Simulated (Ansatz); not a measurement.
Gas-phase electronic energies from Ansatz, PBE0-D4/def2-TZVP geometries. CBS: MP2 limit from def2 TZ/QZ plus the TZ coupled-cluster correction, frozen cores. This one scheme is used for every species, atoms too. DFT in def2-TZVPP. B3LYP here is the variant with VWN-RPA as its local correlation; programs differ in this. Open shells (•) are unrestricted, without spin–orbit coupling. Spin–orbit coupling would lower the free atoms: a little for F, O, Si. One conformer a species, not always the lowest.

Consider the atomization: `F[SiH2]O[SiH2]F` → 2 F• + 4 H• + O• + 2 Si•.

`F[SiH2]O[SiH2]F`:

```xyz
9

F     0.514    0.813   -2.189
Si    1.117   -0.180   -1.100
O     0.325    0.019    0.301
Si   -1.023    0.186    1.187
F    -2.087   -0.910    0.735
H     0.931   -1.558   -1.598
H     2.533    0.182   -0.891
H    -0.686   -0.066    2.601
H    -1.624    1.515    0.954
```

CCSD(T)/CBS gives +3468.0 kJ/mol.

(1) Another level gave +3323.9 kJ/mol. Which?
A. B3LYP-D4/def2-TZVPP
B. B3LYP/def2-TZVPP
C. CCSD/def2-TZVPP
D. r2SCANh-D4/def2-TZVPP

Largest T1 diagnostic among the species: 0.012.

Answers

(1) C. CCSD/def2-TZVPP 3323.9, r2SCANh-D4 3409.5, B3LYP-D4 3417.9, B3LYP 3389.4 kJ/mol.

At CCSD(T), def2-SVP lies −311.9 kJ/mol from the extrapolated value and def2-TZVPP −104.9 kJ/mol: correlation converges slowly with the basis, and small sets miss more of it in the bonded molecule than in its fragments. From r2SCAN to r2SCAN0 (25 % exact exchange), in def2-TZVPP and without D4, ΔE moves by −63.1 kJ/mol: exact exchange takes away binding that semilocal exchange gives to molecules.

For atomizations the MP2-based limit and the directly extrapolated one differ by several kJ/mol either way, and by 10 to 25 for some Ge, Se and Sn compounds, so smaller differences from it don't rank the levels.
